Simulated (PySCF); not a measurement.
Potential energy of CsZn⁺ along the bond

Set-up: Cs def2-SVP with ECP46, Zn def2-SVP; scalar-relativistic core potentials (PySCF 2.14). Energies in eV from Cs⁺ + Zn in their ground configurations at the same level. State: ¹Σ⁺ (singlet), closed shell.

All columns are PW91. A positive dipole points towards Zn; it is taken about the centre of mass and depends on that origin.

```csv
R (Å),E (eV),μ (D),Mulliken charge on Cs (basis-dependent),HOMO (eV),LUMO (eV),Mayer bond order,⟨S²⟩
3.360,-0.136,-3.01,0.79,-9.82,-5.61,0.41,0.00
3.516,-0.190,-3.23,0.79,-9.70,-5.63,0.39,0.00
3.673,-0.215,-3.48,0.80,-9.58,-5.64,0.37,0.00
3.790,-0.222,-3.69,0.81,-9.49,-5.64,0.35,0.00
3.907,-0.222,-3.92,0.82,-9.39,-5.65,0.34,0.00
4.024,-0.216,-4.16,0.83,-9.30,-5.65,0.32,0.00
4.181,-0.204,-4.48,0.84,-9.18,-5.66,0.30,0.00
4.376,-0.184,-4.91,0.85,-9.03,-5.66,0.28,0.00
4.610,-0.160,-5.43,0.86,-8.86,-5.67,0.25,0.00
4.923,-0.129,-6.12,0.89,-8.65,-5.68,0.22,0.00
```

A fit through these points gives, at Re = 3.836 Å, μ = -3.78 D and dμ/dR = -1.91 D/Å; the reduced mass is 43.17 u.

Question: How strong is the fundamental in the double-harmonic approximation, I = 42.26·(dμ/dR)²/μred km/mol?

Answer: I = 42.26·(-1.91)²/43.17 = 3.57 km/mol at PW91.

Closed-shell solutions of metal pairs were not tested for spin polarisation, which can lower them a little. The bond is weak. Basis-set superposition, not corrected here, can be much of De in a small basis, most of all at correlated wavefunction levels. Spin–orbit coupling is left out. For an ion De counts to the pair picked by the measured ionisation energies or electron affinities, which need not be the lowest pair at this level.
